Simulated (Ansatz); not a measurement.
`C=C[SiH2]N[SiH3]` and `[SiH3]N[SiH3]` differ in one atom or group.

Ansatz, PBE0-D4/def2-TZVP geometries, multiplicity 1. Each molecule was computed in one conformer, which needn't be the lowest.

```tsv
property	`C=C[SiH2]N[SiH3]`
HOMO energy (PBE0/def2-TZVPP) / eV	-7.42
size of the dipole moment (ωB97M-V/def2-TZVPP) / D	1.40
LUMO energy (ωB97M-V/def2-TZVPP) / eV	1.33
HOMO energy (ωB97M-V/def2-TZVPP) / eV	-9.69
HOMO energy (B3LYP/def2-TZVPP) / eV	-7.20
HOMO energy (PBE/def2-TZVPP) / eV	-6.11
```

(1) Give the same properties after the change, and the shifts. (Best estimate.)

## Answers

(1) Computed: 
```csv
property,`[SiH3]N[SiH3]`,shift
HOMO energy (PBE0/def2-TZVPP) / eV,-7.52,-0.10
size of the dipole moment (ωB97M-V/def2-TZVPP) / D,0.94,-0.46
LUMO energy (ωB97M-V/def2-TZVPP) / eV,1.52,0.19
HOMO energy (ωB97M-V/def2-TZVPP) / eV,-9.81,-0.12
HOMO energy (B3LYP/def2-TZVPP) / eV,-7.30,-0.10
HOMO energy (PBE/def2-TZVPP) / eV,-6.19,-0.08
```

With PBE0 the HOMO falls by 0.10 eV and the LUMO rises by 0.56 eV, so the gap widens by about 0.66 eV. PBE moves the HOMO by -0.08 eV and ωB97M-V by -0.12 eV. The zero-point energy changes by -92.4 kJ/mol with -12 modes. Dipoles are sizes alone; their direction can turn.

B3LYP here is the variant with VWN-RPA as its local correlation; programs differ in this.
